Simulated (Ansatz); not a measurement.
H6InNSi, relaxed with RKS PBE0-D4/def2-TZVP in Ansatz from a PBE-D4/def2-SVP geometry. The force threshold is 0.005 eV/Å; the program also tests the step.

Charge 0, multiplicity 1. In: def2 effective core potential. The bonds changed during the relaxation, so this is another structure than the one it started from.

Start:

```xyz
9

N    -0.525    1.624    0.069
In   -1.278    1.934   -1.900
Si    0.495   -1.358    0.106
H    -1.116    1.453    0.894
H     0.386    1.958    0.409
H    -0.683   -1.403   -0.823
H     0.096   -0.916    1.483
H     1.606   -0.520   -0.460
H     1.020   -2.773    0.221
```

Question: How much energy does the relaxation release, and in how many steps? (Best estimate.)

Answer: The calculation gave: 3.78 kJ/mol, in 7 steps.

Question: Which bonds change most? (An estimate is asked.)

Answer: Computed: N1–In2 from 2.131 to 2.088 Å; Si3–H9 from 1.513 to 1.492 Å; Si3–H7 from 1.501 to 1.481 Å; Si3–H8 from 1.501 to 1.483 Å.

Question: Give the relaxed structure. (An estimate is asked.)

Answer: Computed: 
```xyz
9

N    -0.529    1.675    0.102
In   -1.213    1.753   -1.868
Si    0.497   -1.380    0.091
H    -1.122    1.531    0.910
H     0.347    2.071    0.420
H    -0.675   -1.367   -0.822
H     0.109   -0.961    1.458
H     1.590   -0.537   -0.451
H     0.996   -2.785    0.159
```
